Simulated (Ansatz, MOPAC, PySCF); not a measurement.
Complex: GeH4 (SMILES [GeH4]) (first 5 atoms) with CH2O2 (SMILES O=CO); geometry from B3LYP-D3(BJ)/def2-TZVP.
(charge 0, multiplicity 1):
```xyz
10

Ge    -0.28487     0.14269     0.13679
H     -0.81389    -0.21854    -1.26178
H     -0.68263     1.57599     0.49631
H      1.23216    -0.05082     0.19212
H     -0.95350    -0.83098     1.13506
O      0.84590     0.90967     3.19477
C      0.42232     0.24711     4.10020
O     -0.45061    -0.76141     3.98040
H      0.69598     0.38032     5.15461
H     -0.67543    -0.85627     3.03596
```

Counterpoise-corrected where a basis set is named; no monomer relaxation. Rows marked so take none.

Rows in 6-31G* carry no dispersion term and start afresh at each structure (6-31G* with six Cartesian d functions); the Pople sets are all-electron and without relativity. The state that PM6 reach isn't checked.

Programs: Ansatz (Gaussian basis) for Hartree–Fock, density functionals and correlated methods; MOPAC for PM6 (differences of heats of formation); PySCF for 6-31G* rows, the dispersion terms. Each number belongs to the level named beside it.

Problem. One of these levels gives 2.5 meV for the interaction energy. Which one is it?
A) PM6
B) BP86/6-31G* (no counterpoise)
C) BLYP-D3(BJ)/def2-TZVPPD

Solution. A, PM6. The others give -112.3 (BLYP-D3(BJ)/def2-TZVPPD), -69.9 (BP86/6-31G* (no counterpoise))

Ansatz is a program for electronic structure.
